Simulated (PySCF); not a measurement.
pyrazole cation (C₃H₄N₂), SMILES c1cn[nH]c1 (connectivity only; charge and spin as stated), charge +1, multiplicity 2. Atoms are numbered in the order given.

```xyz
9

C      1.0972     0.5079     0.0000
C     -0.1612     1.1814     0.0000
N     -1.1513     0.3249     0.0000
N     -0.5627    -0.9396     0.0000
C      0.7391    -0.9091     0.0000
H      2.1068     0.9255     0.0000
H     -0.3541     2.2559     0.0000
H     -1.1763    -1.7583     0.0000
H      1.3716    -1.8013     0.0000
```
Charge +1, spin multiplicity 2.

Geometry: ωB97X-D3(BJ)/def2-SVP. The spin state was assumed, not searched.

Method: PySCF with PBE/pcH-1.

Unrestricted Kohn–Sham, ⟨S²⟩ = 0.758. Hyperfine tensors hold the contact and dipolar terms, without spin-orbit corrections.

### Question
Estimate the hyperfine couplings. (The exact figures need the calculation; the answer reports its results.)

### Answer

```csv
nucleus,A(iso) (MHz),A(iso) (G),dipolar principal values (MHz)
13C no. 1,41.9,14.9,"-50.5, -49.0, 99.6"
13C no. 2,-25.7,-9.2,"-14.7, 6.9, 7.8"
14N no. 3,8.2,2.9,"-13.4, -13.2, 26.6"
14N no. 4,-0.6,-0.2,"-3.7, -3.3, 7.0"
13C no. 5,-1.1,-0.4,"-21.0, -18.6, 39.6"
1H no. 6,-41.7,-14.9,"-22.4, -3.7, 26.2"
1H no. 7,2.2,0.8,"-3.9, -0.2, 4.1"
1H no. 8,-7.9,-2.8,"-5.8, -4.2, 10.0"
1H no. 9,-18.1,-6.4,"-10.7, -3.8, 14.5"
```

### Question
And the g tensor (effective nuclear charges for spin-orbit coupling, GIAO)? (Estimate from the structure and the level; the computed values follow.)

### Answer
principal values 2.0023, 2.0025, 2.0045; isotropic 2.0031.
